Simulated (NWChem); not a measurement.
The numbers come from NWChem runs, not from measurements. System: H$_{4}$HfS, charge 0, spin multiplicity 1, at a geometry optimised with B3LYP/def2-SVP with def2 effective core potentials on Hf. The structure started from a generated list of species. Level: CR-CCSD(T)/def2-SVP with def2 effective core potentials on Hf, 5 core orbitals frozen.

Part of the output:

```
             Northwest Computational Chemistry Package (NWChem) 7.3.0
             --------------------------------------------------------

                                NWChem Input Module
                                -------------------

 Scaling coordinates for geometry "geometry" by  1.889725989
 (inverse scale =  0.529177249)

 Turning off AUTOSYM since
 SYMMETRY directive was detected!

                             Geometry "geometry" -> ""
                             -------------------------

 Output coordinates in angstroms (scale by  1.889725989 to convert to a.u.)

  No.       Tag          Charge          X              Y              Z
 ---- ---------------- ---------- -------------- -------------- --------------
    1 Hf                  72.0000    -0.02961300     0.42834000     0.00000000
    2 H                    1.0000    -1.82785000     0.87087800     0.00000000
    3 H                    1.0000     0.79495800     1.14030500     1.49274900
    4 H                    1.0000     0.79495800     1.14030500    -1.49274900
    5 S                   16.0000     0.21935400    -1.99373000     0.00000000
    6 H                    1.0000    -1.13958300    -2.09230700     0.00000000

 Effective nuclear repulsion energy (a.u.)     340.4064297618

            Nuclear Dipole moment (a.u.)
            ----------------------------
        X                 Y               Z
 ---------------- ---------------- ----------------
     0.0000207870    -0.0000359048     0.0000000000

      Symmetry information
      --------------------

 Group name             Cs
 Group number              2
 Group order               2
 No. of unique centers     5

      Symmetry unique atoms

     1    2    3    5    6


 Summary of "ao basis" -> "" (spherical)
 ------------------------------------------------------------------------------
       Tag                 Description            Shells   Functions and Types
 ---------------- ------------------------------  ------  ---------------------
 *                          def2-svp                  on all atoms

 Summary of "ao basis" -> "ao basis" (spherical)
 ------------------------------------------------------------------------------
       Tag                 Description            Shells   Functions and Types
 ---------------- ------------------------------  ------  ---------------------
 Hf                         def2-svp                12       32   6s3p2d1f
 H                          def2-svp                 3        5   2s1p
 S                          def2-svp                 8       18   4s3p1d

                                 NWChem SCF Module
                                 -----------------

  ao basis        = "ao basis"
  functions       =    70
  atoms           =     6
  closed shells   =    16
  open shells     =     0
  charge          =   0.00
  wavefunction    = RHF
  use symmetry    = T
  symmetry adapt  = T

 Summary of "ao basis" -> "ao basis" (spherical)
 ------------------------------------------------------------------------------
       Tag                 Description            Shells   Functions and Types
 ---------------- ------------------------------  ------  ---------------------
 Hf                         def2-svp                12       32   6s3p2d1f
 H                          def2-svp                 3        5   2s1p
 S                          def2-svp                 8       18   4s3p1d

      Symmetry analysis of basis
      --------------------------

        a'         48
        a"         22

 Forming initial guess at       0.1s

      Superposition of Atomic Density Guess
      -------------------------------------

 Sum of atomic energies:        -451.28267477

      Non-variational initial energy
      ------------------------------

 Total energy =    -446.566007
 1-e energy   =    -766.494873
 2-e energy   =     251.200354
 HOMO         =      -0.311394
 LUMO         =       0.009683

      Symmetry analysis of molecular orbitals - initial
      -------------------------------------------------

  Numbering of irreducible representations:

     1 a'          2 a"

  Orbital symmetries:

     1 a'          2 a'          3 a'          4 a'          5 a"
[...]
 Vector   17  Occ=0.000000D+00  E= 3.434012D-02  Symmetry=a'
              MO Center=  1.0D-01,  9.9D-01, -3.7D-13, r^2= 7.3D+00
   Bfn.  Coefficient  Atom+Function         Bfn.  Coefficient  Atom+Function
  ----- ------------  ---------------      ----- ------------  ---------------
    14      0.706765  1 Hf py                20     -0.416438  1 Hf d  2
    13     -0.317621  1 Hf px                25     -0.278059  1 Hf d  2
    59     -0.204401  5 S  py                51      0.182767  5 S  s

 Vector   18  Occ=0.000000D+00  E= 4.012361D-02  Symmetry=a'
              MO Center=  3.5D-01,  6.3D-01,  6.2D-13, r^2= 7.4D+00
   Bfn.  Coefficient  Atom+Function         Bfn.  Coefficient  Atom+Function
  ----- ------------  ---------------      ----- ------------  ---------------
    13      0.715665  1 Hf px                18     -0.451532  1 Hf d  0
    14      0.439924  1 Hf py                23     -0.250191  1 Hf d  0
    67      0.192938  6 H  s

 Vector   19  Occ=0.000000D+00  E= 4.103935D-02  Symmetry=a"
              MO Center= -6.7D-01,  6.0D-01, -7.7D-13, r^2= 5.9D+00
   Bfn.  Coefficient  Atom+Function         Bfn.  Coefficient  Atom+Function
  ----- ------------  ---------------      ----- ------------  ---------------
    15      0.667832  1 Hf pz                19      0.508923  1 Hf d  1
    24      0.343221  1 Hf d  1

 center of mass
 --------------
 x =   0.00259145 y =   0.12603011 z =   0.00000000

 moments of inertia (a.u.)
 ------------------
         612.193658159660          48.776463945951           0.000000000000
          48.776463945951          43.342141788783           0.000000000000
           0.000000000000           0.000000000000         623.457128911417

  Mulliken analysis of the total density
  --------------------------------------

    Atom       Charge   Shell Charges
 -----------   ------   -------------------------------------------------------
    1 Hf  12    10.52   0.03 -0.30  1.78  0.50  0.63  0.06  5.58  0.58  0.10  1.39  0.10  0.07
    2 H    1     1.40   0.73  0.66  0.01
    3 H    1     1.39   0.73  0.65  0.01
    4 H    1     1.39   0.73  0.65  0.01
    5 S   16    16.41   2.00  1.99  1.16  0.72  5.94  1.75  2.80  0.04
    6 H    1     0.90   0.69  0.18  0.03

       Multipole analysis of the density wrt the origin
       ------------------------------------------------

     L   x y z        total         open         nuclear
     -   - - -        -----         ----         -------
     0   0 0 0     -0.000000      0.000000     32.000000

     1   1 0 0     -0.392500      0.000000      3.357648
     1   0 1 0      0.153320      0.000000    -48.566750
     1   0 0 1     -0.000000      0.000000      0.000000

     2   2 0 0    -32.247401      0.000000     23.868935
     2   1 1 0      1.685531      0.000000    -16.226999
     2   1 0 1     -0.000000      0.000000      0.000000
     2   0 2 0    -33.984467      0.000000    262.608281
     2   0 1 1      0.000000      0.000000      0.000000
     2   0 0 2    -34.531965      0.000000     15.914802

                   NWChem Extensible Many-Electron Theory Module
                   ---------------------------------------------


            General Information
            -------------------
      Number of processors :     1
         Wavefunction type : Restricted Hartree-Fock
          No. of electrons :    32
           Alpha electrons :    16
            Beta electrons :    16
           No. of orbitals :   140
            Alpha orbitals :    70
             Beta orbitals :    70
        Alpha frozen cores :     5
         Beta frozen cores :     5
     Alpha frozen virtuals :     0
      Beta frozen virtuals :     0
         Spin multiplicity : singlet
    Number of AO functions :    70
       Number of AO shells :    32
        Use of symmetry is : on
      Symmetry adaption is : on
         Schwarz screening : 0.10D-09

          Correlation Information
          -----------------------
          Calculation type : Coupled-cluster singles & doubles w/ perturbation
   Perturbative correction : Completely renormalized (T)
            Max iterations :      100
        Residual threshold : 0.10D-05
     T(0) DIIS level shift : 0.00D+00
     L(0) DIIS level shift : 0.00D+00
     T(1) DIIS level shift : 0.00D+00
     L(1) DIIS level shift : 0.00D+00
     T(R) DIIS level shift : 0.00D+00
     T(I) DIIS level shift : 0.00D+00
   CC-T/L Amplitude update :  5-th order DIIS
                I/O scheme : Global Array Library
        L-threshold :  0.10D-05
        EOM-threshold :  0.10D-05
 no EOMCCSD initial starts read in
 TCE RESTART OPTIONS
 SLICE:      F
 D4D5:       F
 quantumc:   F
 qrotation:  F
 pwtce:      F
 qducc:      F
 nacto:                         0
 nrotv:                         0
 nrot:                          0

            Memory Information
            ------------------
          Available GA space size is     249031900 doubles
          Available MA space size is     104839772 doubles

 Maximum block size supplied by input
 Maximum block size        24 doubles

 tile_dim =     18

 -------------------------------------------------
   1    alpha     a'     8 doubles       0       1
   2    alpha     a"     3 doubles       8       2
   3    beta      a'     8 doubles      11       1
   4    beta      a"     3 doubles      19       2
   5    alpha     a'    18 doubles      22       5
   6    alpha     a'    18 doubles      40       6
   7    alpha     a"    18 doubles      58       7
   8    beta      a'    18 doubles      76       5
   9    beta      a'    18 doubles      94       6
  10    beta      a"    18 doubles     112       7

 Global array virtual files algorithm will be used

 Parallel file system coherency ......... OK

 4-electron integrals stored in orbital form

 v2    file size   =          2243431
 4-index algorithm nr.  13 is used
 imaxsize =       30
 imaxsize ichop =        0


CCSD iterations
 ---------------------------------------------------------
 Iter          Residuum       Correlation     Cpu    Wall
 ---------------------------------------------------------
    1   0.1388744113109  -0.3528662860404     0.6     0.6
    2   0.0386801518349  -0.3791883745600     0.5     0.5
    3   0.0134988381007  -0.3866157408231     0.6     0.6
    4   0.0057097055681  -0.3885455658117     0.6     0.6
    5   0.0025169787337  -0.3893647078905     0.6     0.6
    6   0.0008573324950  -0.3897957921051     0.6     0.6
    7   0.0004742600149  -0.3898459564095     0.6     0.6
    8   0.0002470266471  -0.3898647943255     0.5     0.5
    9   0.0001676331445  -0.3898659225399     0.6     0.6
   10   0.0000964023183  -0.3898731906346     0.5     0.5
   11   0.0000231971632  -0.3898786921937     0.5     0.5
   12   0.0000125620770  -0.3898796334810     0.6     0.6
   13   0.0000084821753  -0.3898799208808     0.6     0.6
   14   0.0000057067273  -0.3898798460009     0.6     0.6
   15   0.0000039343098  -0.3898798458417     0.6     0.6
   16   0.0000006298398  -0.3898797618139     0.6     0.6
 -----------------------------------------------------------------
 Iterations converged
 CCSD correlation energy / hartree =        -0.389879761813947
 CCSD total energy / hartree       =      -447.578596273380469

 Singles contributions

 Doubles contributions
 CR-CCSD(T)

 CR-CCSD[T]  correction energy / hartree =        -0.009812091438816
 CR-CCSD[T] correlation energy / hartree =        -0.399691853252764
 CR-CCSD[T] total energy / hartree       =      -447.588408364819259
 CR-CCSD(T)  correction energy / hartree =        -0.009178561529116
 CR-CCSD(T) correlation energy / hartree =        -0.399058323343063
 CR-CCSD(T) total energy / hartree       =      -447.587774834909567

 Task  times  cpu:       72.1s     wall:       72.1s

 Total times  cpu:       72.1s     wall:       72.1s
```

Task: Write an NWChem input that would produce this output.

Result: Several could match; the one computed here: 
```
start mol
memory heap 100 mb stack 700 mb global 1900 mb
geometry units angstroms nocenter noautoz
  Hf    -0.029613     0.428340     0.000000
  H     -1.827850     0.870878     0.000000
  H      0.794958     1.140305     1.492749
  H      0.794958     1.140305    -1.492749
  S      0.219354    -1.993730     0.000000
  H     -1.139583    -2.092307     0.000000
  symmetry group Cs
end
basis spherical
  * library def2-svp
end
ecp
  Hf library def2-ecp
end
scf
  rhf
  nopen 0
  maxiter 100
  thresh 1e-7
  semidirect memsize 60000000 filesize 0
end
tce
  freeze core 5
  cr-ccsd(t)
  2eorb
  2emet 13
  thresh 1e-6
  maxiter 100
  tilesize 24
end
task tce energy
```
